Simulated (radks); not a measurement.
Effect of the nuclear size on the tungsten ion W+, [Xe] 4f14 5d4 6s1. Calculated with a radial shooting solver on a logarithmic mesh with Libxc functionals: Dirac Kohn-Sham, PBE, spin-unpolarised, spherical densities, finite nucleus; open shells fill j = l - 1/2 first; Fermi nuclear charge, rms radius 5.3658 fm. The rms radius is varied about that value; shifts are against it.

| rms radius (fm) | total energy shift (eV) | density at nucleus (e/bohr^3) | 1s1/2 shift (meV) | 2s1/2 shift (meV) | 5s1/2 shift (meV) | 5p1/2 shift (meV) | 6s1/2 shift (meV) | 5d3/2 shift (meV) | 6p1/2 (empty) shift (meV) |
|---|---|---|---|---|---|---|---|---|---|
| 4.4536 | -18.6 | 1.519e+06 | -7530 | -1060 | -9.84 | 0.314 | -0.984 | 0.386 | 0.112 |
| 4.8668 | -10.4 | 1.473e+06 | -4230 | -597 | -5.53 | 0.176 | -0.553 | 0.217 | 0.063 |
| 5.3658 | 0 | 1.424e+06 | 0.000 | 0.000 | 0.000 | 0.000 | 0.000 | 0.000 | 0.000 |
| 5.5804 | 4.70 | 1.405e+06 | 1900 | 268 | 2.49 | -0.079 | 0.249 | -0.098 | -0.028 |
| 6.5785 | 28.1 | 1.327e+06 | 11400 | 1600 | 14.9 | -0.471 | 1.49 | -0.583 | -0.170 |

Slopes of the eigenvalues against <r^2> in GHz/fm^2, as finite differences over the two radii next to the reference (eigenvalue slopes, not the field-shift constants of lines): 1s1/2 199000, 2s1/2 28100, 5s1/2 260, 5p1/2 -8.28, 6s1/2 26.0, 5d3/2 -10.2, 6p1/2 (empty) -2.97.
